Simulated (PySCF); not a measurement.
B3LYP has the VWN-RPA correlation part, as in Gaussian. Excitations are Tamm–Dancoff values on a coarser integration grid. The basis has no diffuse functions, so Rydberg states are missing or too high.

Cartesian coordinates (Å):
SMILES: [F][Ga]([F])[F]
```xyz
4

F     -1.1262    -1.3053     0.0125
Ga     0.0001    -0.0001    -0.0006
F      1.6937    -0.3224     0.0024
F     -0.5676     1.6278    -0.0143
```
Charge 0, multiplicity 1.

Question: Give the dipole moment, HOMO and brightest of the four lowest singlets (TDA) at the level B3LYP-D3(BJ)/def2-TZVP // PBE0-D4/def2-TZVP run with PySCF.

Answer: 
The dipole moment comes out as 0.01 D and the HOMO is -11.47 eV. The brightest of the four lowest singlets (TDA) comes out as 7.51 eV.
